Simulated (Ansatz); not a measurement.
C₂H₉GeN⁺, that is GeH2Me(NHMe) with one electron fewer. Total charge 1; doublet. Geometry PBE0-D4/def2-SVP, that of the neutral singlet; atoms count from 1.

```xyz
13

Ge    0.691   -0.283   -0.464
H     2.017    0.100    0.224
H     0.737   -1.804   -0.787
C     0.394    0.733   -2.097
H     1.198    0.540   -2.823
H     0.370    1.809   -1.873
H    -0.562    0.449   -2.561
N    -0.645    0.170    0.713
C    -0.663   -0.373    2.051
H    -1.569    0.186    0.291
H    -0.927   -1.449    2.122
H     0.331   -0.257    2.514
H    -1.372    0.181    2.690
```

(1) Estimate the Mulliken populations from the PBE0/def2-TZVP orbitals of Ansatz.

(2) Where does the spin sit?

(3) And the Mayer bond orders between heavy atoms (over 0.3)?

Results:

(1) 
| atom | charge (e) | spin (α − β) |
| --- | --- | --- |
| Ge1 | 0.15 | -0.03 |
| H2 | 0.10 | 0.01 |
| H3 | 0.13 | 0.11 |
| C4 | -0.47 | 0.00 |
| H5 | 0.20 | 0.00 |
| H6 | 0.18 | 0.00 |
| H7 | 0.17 | 0.00 |
| N8 | -0.11 | 0.83 |
| C9 | -0.32 | -0.03 |
| H10 | 0.30 | -0.02 |
| H11 | 0.23 | 0.09 |
| H12 | 0.20 | 0.01 |
| H13 | 0.22 | 0.03 |
Mulliken values depend strongly on the basis.

(2) Summed by element: Ge -0.03, H 0.23, C -0.02, N 0.83, of 1 unpaired in all. Largest on single atoms: N8 0.83, H3 0.11, H11 0.09.

(3) Ge1–C4 1.01 (1.95 Å); Ge1–N8 0.82 (1.84 Å); N8–C9 1.03 (1.44 Å).
